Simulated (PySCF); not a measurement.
Ge₂⁻ at UHF

Level: UHF. basis Ge def2-TZVPPD; no relativity; PySCF 2.14.

```json
{"state": "²Πu (doublet), unpaired electrons π ↑", "bond length": "2.258 Å", "harmonic wavenumber": "363 cm⁻¹", "force constant": "2.87 mdyn/Å", "rotational constant Be": "0.08942 cm⁻¹", "anharmonicity ωexe": "0.578 cm⁻¹", "vibration–rotation constant αe": "0.000225 cm⁻¹", "bond order (Mayer)": "2.45"}
```

Spin–orbit coupling is left out. Hartree–Fock leaves out correlation, which carries a large part of most bond energies and some tenths to 1 eV of ionisation energies. The state was picked by a PBE0 search and need not be the measured ground state.
